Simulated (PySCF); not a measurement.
UHF on Ca⁻ (calcium, charge -1), [Ar] 3d1 4s2, 2D determinant. Calculation: PySCF 2.14, in x2c-TZVPPall with one added diffuse shell each of s, p, d type (7s6p4d, 45 functions); scalar relativity by spin-free X2C-1e.

```
cycle= 1 E= -679.571768841487  delta_E= -0.000101  |g|= 0.00212  |ddm|= 0.0175
cycle= 2 E= -679.571792378611  delta_E= -2.35e-05  |g|= 0.00121  |ddm|= 0.00787
cycle= 3 E= -679.571803702577  delta_E= -1.13e-05  |g|= 0.000536  |ddm|= 0.00773
cycle= 4 E= -679.571806191499  delta_E= -2.49e-06  |g|= 0.000234  |ddm|= 0.00398
cycle= 5 E= -679.571806731665  delta_E= -5.4e-07  |g|= 7.14e-05  |ddm|= 0.00222
cycle= 6 E= -679.571806774129  delta_E= -4.25e-08  |g|= 1.38e-05  |ddm|= 0.000616
cycle= 7 E= -679.571806775619  delta_E= -1.49e-09  |g|= 2.73e-06  |ddm|= 0.000119
cycle= 8 E= -679.571806775672  delta_E= -5.31e-11  |g|= 5.35e-07  |ddm|= 2.6e-05
converged SCF energy = -679.571806775672  <S^2> = 0.75258617  2S+1 = 2.0025845
```

Highest occupied orbital energy: 1.301 eV; ⟨L²⟩ = 6.01; populations by l: s 8.00, p 12.00, d 1.00.

Can this result be used?

With care. Self-consistency was reached. The configuration of this anion was assumed by filling the next shell in order. It is not the known or likely ground configuration (Ca⁻, Sr⁻ and Ba⁻, for instance, bind a p electron), so these values are not the electron affinity of the element. At UHF the highest occupied level has a positive energy, so only the finite basis holds that electron.
